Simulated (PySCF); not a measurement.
Compound: C5H13BO2Si.
Z-matrix (Å and degrees, PBE0-D3(BJ)/def2-SVP geometry), rows numbered from 1:
```
C 
O   1  1.3993
B   2  1.3649  1  123.58
O   3  1.3587  2  117.21  1  -178.73
C   4  1.4044  3  121.36  2     0.30
C   3  1.5802  2  123.77  1    -1.48
C   6  1.5790  3  110.64  2   -69.57
Si  7  1.8978  6   88.01  3  -124.71
C   6  1.5623  3  115.39  2   174.59
H   1  1.1000  2  108.52  3  -163.65
H   1  1.1032  2  112.36  3   -44.01
H   1  1.1030  2  111.40  3    77.27
H   5  1.1022  4  111.62  3    59.18
H   5  1.1022  4  111.54  3   -61.31
H   5  1.0994  4  108.21  3   178.99
H   6  1.1037  3  108.81  2    50.12
H   7  1.1002  6  114.24  3   117.18
H   7  1.1019  6  114.64  3    -7.53
H   8  1.4976  7  116.53  6   116.92
H   8  1.4985  7  115.86  6  -114.61
H   9  1.0998  6  114.07  3  -120.10
H   9  1.0996  6  112.91  3     3.99
```

Probes without a nucleus sit at each ring's centroid and 1 Å off its mean plane on both sides; NICS is minus the shielding there, NICSzz its component along the normal. Level: GIAO PBE0/pcSseg-1 (PySCF, non-relativistic, gas phase) on the PBE0-D3(BJ)/def2-SVP geometry, one conformer.

Ring bond lengths (Å), with Mayer bond orders in brackets: C6–C7 1.579 (0.97), C7–Si8 1.898 (0.93), Si8–C9 1.890 (0.95), C9–C6 1.562 (0.98).

Give the NICS values of each ring in ppm.

```csv
ring,type,NICS(0),"NICS(1), two faces","NICS(1)zz, two faces",rms pucker (Å),"centre to ring atoms, mean (Å)"
C6–C7–Si8–C9,4-membered ring with Si; formal bonds all single,1.1,0.6 / -0.4,6.4 / 6.5,0.01,1.22
```

What do they say, and how far can they be read as aromaticity?

- C6–C7–Si8–C9: mean NICS(1)zz 6.4 ppm, deshielded. C6, C7, Si8, C9 have four or more neighbours, so the value isn't read as a sign of a π ring current.

What is the mean of the two in-plane components of NICS at the first NICS(1) probe listed for ring C6–C7–Si8–C9, 1 Å off the ring?

The isotropic value is a third of the trace: (3 × 0.6 − (6.4))/2 = -2.3 ppm.

Give the inner angles of the rings and the Hirshfeld charges of the ring atoms.

- C6–C7–Si8–C9: C6 102.6° (-0.099 e), C7 88.0° (-0.163 e), Si8 80.6° (+0.341 e), C9 88.8° (-0.168 e); sum 360.0° against 360° for a flat convex ring.

How shielded are the nuclei of the rings and their hydrogens (means over atoms taken as equivalent)?

```csv
atoms,environment,σ isotropic (ppm),"principal values of the symmetric part, first atom (ppm)"
C6,sp3 carbon bound to boron,164.9,"135.8, 175.0, 183.9"
C7 (×2),sp3 carbon bound to silicon,177.0,"162.0, 166.7, 200.0"
Si8,SiH2 silicon,374.3,"342.9, 346.5, 433.6"
H16,methine hydrogen,28.89,"24.8, 28.5, 33.3"
H17 (×2),methylene hydrogen,30.05,"26.6, 27.5, 35.7"
H18 (×2),methylene hydrogen,29.93,"26.9, 29.2, 35.3"
H19,Si–H hydrogen,26.24,"23.7, 23.9, 31.1"
H20,Si–H hydrogen,26.16,"23.4, 24.1, 31.1"
```

How do the values depend on the level or the medium?

```csv
level,"NICS(0), C6–C7–Si8–C9","mean NICS(1)zz, C6–C7–Si8–C9"
"PBE0/pcSseg-1, gas",1.1,6.4
"mPW1PW91/pcSseg-1, gas",1.0,6.3
"PBE0/pcSseg-1, IEF-PCM acetone",1.1,6.4
"PBE0/pcSseg-1, IEF-PCM water",1.1,6.4
```

The geometry is the same throughout; the continuum's cavity takes Bondi-type radii × 1.2.
